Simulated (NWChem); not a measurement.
Species: SiNH₄OCl; SMILES O[SiH](N)Cl

```xyz
8

Si    -0.0771    -0.5332    -0.4050
N      1.2501    -1.3414     0.2814
O     -1.4318    -1.0303     0.4008
Cl    -0.0555     1.5508    -0.2187
H     -0.0776    -0.8004    -1.8628
H      2.1148    -1.4568    -0.2324
H      1.3858    -1.3853     1.2846
H     -2.1190    -0.3650     0.5037
```
Atoms are numbered in this order, from 1.

Results from NWChem. All runs use the structure optimised with PBE0/def2-SVP. Static field.

**Question.** Predict the results for PBE/Sadlej pVTZ. Quantities: isotropic polarisability (bohr³); anisotropy (bohr³).

**Answer.** 
- isotropic polarisability (bohr³) = 56.5
- anisotropy (bohr³) = 12.5
